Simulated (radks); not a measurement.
Polarisability of the zirconium ion Zr+, [Kr] 4d2 5s1, at imaginary frequency. Method: non-relativistic Kohn-Sham, LDA (Slater exchange, Perdew-Wang correlation), spin-unpolarised, spherical densities, point nucleus; relativity is left out, which matters for an element this heavy; computed with a radial shooting solver on a logarithmic mesh with Libxc functionals. Response by self-consistent Sternheimer equations with the Hartree and adiabatic LDA kernel.

w (hartree),alpha1(iw) (bohr^3)
0.00266,57.55
0.0143,57.13
0.0360,54.92
0.0697,48.94
0.118,38.91
0.186,27.78
0.280,18.70
0.413,12.41
0.605,8.203
0.892,5.309
1.35,3.219
2.12,1.718
3.59,0.7610
6.94,0.2690
17.5,0.06475

Static values: alpha1 = 57.57 bohr^3 (8.530 angstrom^3; uncoupled 92.08). C6 = 480.4, triple-dipole C9 = 19060 atomic units. One-pole (London) frequency 4 C6 / (3 alpha1^2) = 0.193 hartree, against 0.365 for minus the highest occupied eigenvalue. The dipole shielding factor is 0.975, as the force sum rule N/Z = 0.975 demands.
